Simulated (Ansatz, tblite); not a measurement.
Removing an electron: Li8H8⁻. The state is a doublet with charge -1. Geometry: r2SCAN-D4/def2-SVPD. Ansatz, gas phase; energy differences of separate SCF runs; the oxidised species is a singlet (the triplet lies 3.92 eV higher at PBE0-D4/def2-TZVPD).

```xyz
16

Li    0.519    1.854   -1.132
Li    0.327   -1.475   -2.300
Li    0.768    1.300    1.288
Li   -1.692    1.618    1.369
Li   -0.866   -0.648    2.121
Li    1.761   -0.297   -0.580
Li   -1.231   -0.422   -0.519
Li    0.402   -2.472    0.027
H    -0.953   -2.101   -1.254
H     2.010    1.455   -0.123
H     0.354   -0.594    0.654
H    -2.268   -0.009    0.949
H    -0.600    2.331    0.153
H     0.196    0.310   -1.998
H     1.741   -1.969   -1.293
H    -0.470    1.120    2.637
```

The xTB rows come from tblite. The structure comes from a short search, and lower isomers may exist.

```tsv
level	−HOMO (eV)	vertical IE (eV)	−LUMO (eV)	HOMO–LUMO gap (eV)	remarks
GFN1-xTB	–	6.04	–	–	–
PBE-D4/def2-TZVPD	-0.98	0.68	-1.45	0.46	HOMO above zero (-1 doublet)
r2SCAN-D4/def2-TZVPD	-1.04	0.51	-1.74	0.69	HOMO above zero (-1 doublet)
PBE0-D4/def2-TZVPD	-0.62	0.61	-1.78	1.16	HOMO above zero (-1 doublet)
```

  A HOMO above zero means that the electron is unbound at that level or that self-interaction error raises the level; the energy of removing that electron tells which. HOMO and LUMO are the levels of the spin that leaves or enters (xTB has no such levels and no spin-polarisation term). Other spin states of the ions may lie lower, which would lower the ionisation energy or raise the affinity. Raw xTB energy differences between charge states are shifted by several eV; the methods need an empirical correction for them.
